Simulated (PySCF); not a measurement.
C4H9NSi. Atoms are numbered in the order given.

```xyz
15

C     -0.9861     1.4387     2.0980
C     -0.7382     0.8836     1.0427
Si    -0.3710     0.0506    -0.5639
C     -1.6081    -1.3161    -0.9072
N      1.2085    -0.6493    -0.4501
C      2.4080     0.0484    -0.0259
H     -1.2060     1.9256     3.0305
H     -0.5093     1.1143    -1.6099
H     -1.5777    -2.0777    -0.1127
H     -1.3957    -1.8070    -1.8714
H     -2.6289    -0.9059    -0.9570
H      1.3878    -1.4755    -1.0126
H      2.9542     0.5487    -0.8508
H      2.1427     0.8245     0.7095
H      3.1140    -0.6371     0.4742
```
Charge 0, spin multiplicity 1.

The structure is a stationary point at B3LYP-D3(BJ)/def2-SVP. The structure was generated by enumeration; whether it is a known compound was not checked. Other conformers were not sampled.

Calculation: PBE/pcSseg-1 (PySCF).

GIAO shieldings, no solvent; atoms alike by connectivity are averaged. δ = σ(ref) − σ: ¹³C against TMS (σ = 182.0 ppm); ²⁹Si against TMS (σ = 335.4 ppm); ¹⁵N against NH3 (σ = 267.0 ppm); ¹H against TMS (σ = 31.49 ppm), references at their B3LYP-D3(BJ)/def2-TZVP geometries, non-relativistic.

| nucleus | atoms | count | δ (ppm) |
|---|---|---|---|
| ¹³C | C1 | 1 | 99.1 |
| ¹³C | C2 | 1 | 89.7 |
| ¹³C | C6 | 1 | 34.1 |
| ¹³C | C4 | 1 | 0.1 |
| ²⁹Si | Si3 | 1 | -39.6 |
| ¹⁵N | N5 | 1 | 29.2 |
| ¹H | H8 | 1 | 5.47 |
| ¹H | H13, H14, H15 | 3 | 3.11 |
| ¹H | H7 | 1 | 2.38 |
| ¹H | H9, H10, H11 | 3 | 0.58 |
| ¹H | H12 | 1 | -0.16 |
